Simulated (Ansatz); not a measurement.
C3H12InP, SMILES `[CH3][In-]([CH3])([CH3])[PH3+]`, 17 atoms. Charge 0, multiplicity 1. Correlated methods include outer-core shells of In, which these sets cover unevenly. In takes the def2 core potential. All runs use 4 threads of an Arm Neoverse V2 on a shared host. Correlated methods freeze the cores.

(1) How many basis functions does each run have, and how long does it take in Ansatz? RKS ωB97M-V/def2-QZVPP energy; RHF-MP2/def2-TZVPP energy; RHF-CCSD(T)/def2-SVP energy; RHF-MP2/def2-QZVPP energy; RKS PBE0-D4/def2-TZVP relaxation (25 steps); RKS CAM-B3LYP-D4/def2-TZVPP energy; RKS PBE0-D4/def2-SVP energy; RKS PBE-QIDH (frozen core)/def2-TZVPP energy; RKS PBE0-D4/def2-QZVPP energy; direct RPA on PBE orbitals/def2-TZVPP energy; RKS PBE-D4/def2-TZVPP energy and forces; RKS r2SCANh-D4/def2-TZVPP energy. (An estimate is asked.)

Answers

(1) Computed: Other jobs shared the machine, so times are rough.

```json
{"level": "RKS PBE0-D4/def2-SVP", "job": "energy", "functions": "146", "wall time": "2.4 s", "peak host memory (GiB)": "0.6"}
{"level": "RKS PBE-D4/def2-TZVPP", "job": "energy and forces", "functions": "353", "wall time": "5.5 s", "peak host memory (GiB)": "0.58"}
{"level": "RKS CAM-B3LYP-D4/def2-TZVPP", "job": "energy", "functions": "353", "wall time": "9 s", "peak host memory (GiB)": "1.5"}
{"level": "RHF-MP2/def2-TZVPP", "job": "energy", "functions": "353", "wall time": "11 s", "peak host memory (GiB)": "1.2"}
{"level": "RKS r2SCANh-D4/def2-TZVPP", "job": "energy", "functions": "353", "wall time": "13 s", "peak host memory (GiB)": "1.3"}
{"level": "RKS PBE-QIDH (frozen core)/def2-TZVPP", "job": "energy", "functions": "353", "wall time": "15 s", "peak host memory (GiB)": "1.3"}
{"level": "direct RPA on PBE orbitals/def2-TZVPP", "job": "energy", "functions": "353", "wall time": "17 s", "peak host memory (GiB)": "1.2"}
{"level": "RKS PBE0-D4/def2-QZVPP", "job": "energy", "functions": "683", "wall time": "24 s", "peak host memory (GiB)": "3.1"}
{"level": "RHF-CCSD(T)/def2-SVP", "job": "energy", "functions": "146", "wall time": "35 s", "peak host memory (GiB)": "1.3"}
{"level": "RKS ωB97M-V/def2-QZVPP", "job": "energy", "functions": "683", "wall time": "50 s", "peak host memory (GiB)": "3.9"}
{"level": "RHF-MP2/def2-QZVPP", "job": "energy", "functions": "683", "wall time": "71 s", "peak host memory (GiB)": "6.5"}
{"level": "RKS PBE0-D4/def2-TZVP", "job": "relaxation (25 steps)", "functions": "252", "wall time": "3 min", "peak host memory (GiB)": "0.91"}
```
